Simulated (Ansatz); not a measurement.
`[SiH3][N]1[CH2][AlH]1` + `NCBCl` → `[SiH3]NCBCl` + `[CH2]1[NH][AlH]1`  (ligand exchange at the Si–N bond)

Calculated with Ansatz (gas phase, PBE0-D4/def2-TZVP geometries, no zero-point term in ΔE). CCSD(T)/CBS is the MP2 limit (def2-TZVPP, def2-QZVPP) plus CCSD(T) − MP2 in def2-TZVPP, frozen cores. DFT in def2-TZVPP. Each species was taken in one conformer, which may not be the lowest.

| level | ΔE (eV) |
| --- | --- |
| r2SCAN-D4 | 0.37 |
| SCS-MP2/def2-TZVPP | 0.37 |
| MP2/def2-QZVPP | 0.38 |
| CCSD/CBS(def2) | 0.35 |

**Question.** What does CCSD(T)/CBS give? (Estimate.)

**Answer.** The calculation gave: +0.36 eV. The listed levels differ from it by 0.01, 0.01, 0.02, -0.01 eV.

Largest T1 diagnostic among the species: 0.015.
